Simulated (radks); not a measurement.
In4+, 45 electrons, occupied as [Kr] 4d9.

Calculated with a radial shooting solver on a logarithmic mesh with Libxc functionals: non-relativistic Kohn-Sham, PBE, spin-polarised, spherical densities, point nucleus; open shells are filled with parallel spins first (spin-orbit coupling, left out, can overturn this in heavy ions); relativity is left out, which matters for an element this heavy.

Energy parts (Ry):
| part | energy |
|---|---|
| total | -11476.25740 |
| kinetic | 11471.82895 |
| electron-nucleus | -27144.24987 |
| Hartree | 4504.65240 |
| exchange-correlation | -308.48887 |

Orbitals (lengths in bohr, moments of r in powers of bohr; r(90%) holds 90 % of the orbital's charge):
orbital  occ.  eigenvalue (Ry)      <r^4>  r(90%)      <r>   <1/r>
1s up       1        -1973.169  4.209e-06  0.0552  0.03105   48.48
1s down     1        -1973.169  4.209e-06  0.0552  0.03105   48.48
2s up       1        -292.0293  0.0007632   0.207   0.1343   11.06
2s down     1        -292.0098  0.0007631   0.207   0.1343   11.06
2p up       3        -272.9595  0.0005012   0.186   0.1146   11.07
2p down     3        -272.9451  0.0005012   0.186   0.1146   11.07
3s up       1        -58.10820    0.03391   0.531   0.3616   3.972
3s down     1        -58.09928    0.03389   0.531   0.3616   3.972
3p up       3        -50.30521    0.03323   0.529   0.3529   3.892
3p down     3        -50.29482    0.03320   0.529   0.3528   3.892
3d up       5        -35.85431    0.02874   0.511   0.3242   3.748
3d down     5        -35.83786    0.02872   0.511   0.3242   3.748
4s up       1        -11.67277      1.100    1.26   0.8731   1.571
4s down     1        -11.60643      1.101    1.26   0.8730   1.572
4p up       3         -9.10730      1.460    1.36   0.9246   1.464
4p down     3         -9.04100      1.464    1.36   0.9248   1.464
4d up       5         -4.86857      3.476    1.69    1.100   1.201
4d down     4         -4.80556      3.529    1.69    1.103   1.200
5s up       0         -3.22206      37.23    3.05    2.140  0.6049
5s down     0         -3.19598      37.84    3.06    2.149  0.6018
5p up       0         -2.59572      59.34    3.43    2.399  0.5364
5p down     0         -2.57475      60.41    3.44    2.409  0.5335

The highest occupied level is 4d down at -65.383 eV. The density falls to 0.001 e/bohr^3 at r = 2.80 bohr. The electron density at the nucleus is 8.27e+04 e/bohr^3. Summed over all electrons, <r^2> = 22.93 bohr^2, which gives a Langevin (diamagnetic) susceptibility term of -18.2 x 10^-6 cm^3/mol. Virial ratio -V/T = 2.00039. Spin moment in Bohr magnetons: 1. The spin density at the nucleus is -0.3628 e/bohr^3 (1s -0.0159, 2s -0.2415, 3s 0.0178, 4s -0.1232).
